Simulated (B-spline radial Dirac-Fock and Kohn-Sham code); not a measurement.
# The M5 (3d5/2) hole of lead ions: width and yield against charge

Method: one-electron (LDA, Dirac) transition rates at Dirac-Fock energies. Computed with a radial B-spline solver. Tabulated ground configurations, configuration averages; single configurations, so decays that open only by mixing (as 1s 2s² with 1s 2p² in Be-like ions) are missing and such tiny yields are far too low.

```tsv
ion	configuration	radiative (eV)	non-radiative (eV)	yield
Pb	[Xe] 4f14 5d10 6s2 6p2	0.0767	2.59	0.0287
Pb⁺	[Xe] 4f14 5d10 6s2 6p1	0.0767	2.59	0.0287
Pb²⁺	[Xe] 4f14 5d10 6s2	0.0767	2.59	0.0287
Pb³⁺	[Xe] 4f14 5d10 6s1	0.0767	2.60	0.0287
Pb⁴⁺	[Xe] 4f14 5d10	0.0767	2.60	0.0287
Pb⁷⁺	[Xe] 4f14 5d7	0.0772	2.58	0.0290
```
